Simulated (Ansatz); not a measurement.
CH$_{3}$BrSn, SMILES `[CH3][Sn][Br]`, relaxed with RKS PBE0-D4/def2-TZVP in Ansatz from a PBE-D4/def2-SVP geometry. The force threshold is 0.005 eV/Å; the program also tests the step.

Total charge 0; spin multiplicity 1. Sn takes the def2 core potential.

Start:

```xyz
6

C     0.557    0.237    0.405
Sn   -1.421    0.833   -0.411
Br   -1.815   -1.415   -1.604
H     1.227   -0.053   -0.431
H     0.429   -0.657    1.051
H     1.023    1.055    0.991
```

Question: By how much does the energy fall, and how many steps does the optimiser take? (Estimate.)

Answer: Ansatz gave: 3.08 kJ/mol, in 6 steps, 1 of them rejected.

Question: Which bonds change most? (An estimate is asked.)

Answer: The calculation gave: C1–Sn2 from 2.221 to 2.178 Å; Sn2–Br3 from 2.575 to 2.536 Å; C1–H6 from 1.109 to 1.092 Å; C1–H5 from 1.110 to 1.094 Å.

Question: Give the relaxed structure. (An estimate is asked.)

Answer: The calculation gave: 
```xyz
6

C     0.546    0.233    0.397
Sn   -1.393    0.821   -0.404
Br   -1.786   -1.394   -1.576
H     1.207   -0.048   -0.426
H     0.419   -0.647    1.033
H     1.006    1.036    0.977
```
